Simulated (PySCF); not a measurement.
## `Clc1ccc(C2CC2)cc1`, C$_{9}$H$_{9}$Cl

Geometry (Å), atoms numbered from 1 in this order:
```xyz
19

Cl    5.2121   -0.1729    0.2054
C     3.4929    0.0458    0.1495
C     2.9528    1.3253    0.2479
C     1.5709    1.4879    0.2014
C     0.7078    0.3952    0.0580
C    -0.7605    0.6143    0.0122
C    -1.6517   -0.2319   -0.8616
C    -1.7202   -0.3763    0.6213
C     1.2806   -0.8807   -0.0383
C     2.6587   -1.0620    0.0063
H     3.6144    2.1857    0.3601
H     1.1515    2.4944    0.2789
H    -1.0452    1.6666    0.1016
H    -2.4765    0.2641   -1.3798
H    -1.1721   -1.0259   -1.4412
H    -1.2888   -1.2714    1.0785
H    -2.5932    0.0180    1.1478
H     0.6432   -1.7616   -0.1512
H     3.0939   -2.0598   -0.0696
```

Method used: quadratic response CAM-B3LYP/aug-cc-pVDZ first hyperpolarisability, Taylor convention, gas phase in PySCF 2.14.0. Geometry: PBE0-D3(BJ)/def2-SVP.

(1) Give the tensor of the second harmonic β(−2ω;ω,ω) at 1064 nm in the axes of these coordinates.

Results:

(1) In au, Taylor convention; rows are the first index (the induced dipole):
```
      xx     yy     zz    xy     xz     yz
x  -88.6  +11.1  +32.2  -1.9   -7.3   -2.9
y   -2.8  -14.8  +14.5  +9.3   -3.1   -4.0
z   -7.4   -4.0   +8.9  -3.1  +32.1  +14.7
```
Norm of βᵢ = ⅓ Σⱼ (βᵢⱼⱼ + βⱼᵢⱼ + βⱼⱼᵢ): 46.7 au, hyper-Rayleigh value 36.7 au.
